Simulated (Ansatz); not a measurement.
A nudged elastic band was laid between two geometries of CH4BFO + H2S (11 atoms, charge 0, multiplicity 1).

Computed with RHF/6-31G* in Ansatz 0.2.0.

```
movable images  : 9
climbing image  : yes
spring          : 5.0 eV/Å²
optimiser       : quadratic models (default)
start path      : through a guess of the saddle point
force threshold : 0.05 eV/Å
iteration limit : 60
end points      : relaxed
```

First end point:

```xyz
11
Properties=species:S:1:pos:R:3
B 0.072 -0.548 -0.258
O 0.072 -0.022 0.981
H -0.799 0.096 1.341
C 1.399 -0.801 -1.063
H 1.445 -1.828 -1.416
H 1.426 -0.169 -1.948
H 2.284 -0.597 -0.473
F -1.105 -0.851 -0.804
S -0.258 3.170 2.053
H -0.116 4.083 3.006
H 0.835 2.496 2.375
```

Last end point:

```xyz
11
Properties=species:S:1:pos:R:3
B -0.007 0.785 -0.214
O 0.083 -0.482 2.168
H -0.740 -0.941 2.063
C 1.308 0.108 -0.743
H 1.241 -0.971 -0.658
H 1.438 0.347 -1.798
H 2.199 0.438 -0.222
F -1.174 0.170 -0.344
S -0.141 2.512 0.400
H 1.147 2.827 0.382
H -0.099 0.235 2.761
```

Which bonds break or form, and what moves?

Bonds broken: B1–O2, S9–H11. Bonds formed: B1–S9, O2–H11. CH4BFO + H2S becomes CH4BFS + H2O.

Give the energies along the band, and the barrier.

The forces met the threshold. The highest image is number 8 of 0 to 10, 218.9 kJ/mol above the first end and 127.8 kJ/mol above the last; the last end lies 91.0 kJ/mol above the first. Neighbouring images differ by up to 2.0 eV, so the band resolves the path poorly. A vibrational analysis at the climbing image gives one clearly imaginary mode, 1671i cm⁻¹: a first-order saddle point. The orbitals stay closed-shell, which can raise the energy where a bond breaks towards radicals; this wasn't checked here.

```tsv
image	path coordinate (Å)	energy (kJ/mol)	B1–O2 (Å)	S9–H11 (Å)	B1–S9 (Å)
0	0.00	0.0	1.35	1.32	4.39
1	0.87	0.2	1.35	1.32	4.27
2	1.74	0.5	1.35	1.32	4.30
3	2.61	0.5	1.35	1.33	4.56
4	3.47	1.0	1.35	1.33	4.50
5	4.34	2.0	1.35	1.33	4.22
6	5.21	5.4	1.35	1.33	3.72
7	6.08	30.4	1.36	1.33	3.06
8	6.94	218.9	1.51	1.69	2.39
9	7.91	108.4	2.04	2.51	1.90
10	8.88	91.0	2.70	3.28	1.84
```

What is the geometry of the highest image?


```xyz
11
Properties=species:S:1:pos:R:3:forces:R:3
B -0.014 0.149 0.161 -0.01 -0.05 -0.01
O 0.014 -0.133 1.639 0.00 0.02 -0.02
H -0.796 -0.542 1.938 -0.01 0.02 0.01
C 1.318 -0.070 -0.637 0.00 0.00 0.01
H 1.439 -1.134 -0.836 0.00 0.00 0.00
H 1.296 0.441 -1.593 -0.01 0.00 0.00
H 2.193 0.260 -0.089 0.00 0.00 0.00
F -1.210 -0.131 -0.344 0.03 0.02 0.01
S -0.126 2.431 0.867 -0.01 0.03 0.02
H 1.168 2.731 0.882 0.00 0.00 0.00
H -0.029 1.025 1.806 0.00 -0.03 -0.01
```

Time of the run: 4.3 min on 1 thread of AMD EPYC 9R45 96-Core Processor (Zen 5), on a shared host, peak memory 0.2 GiB.
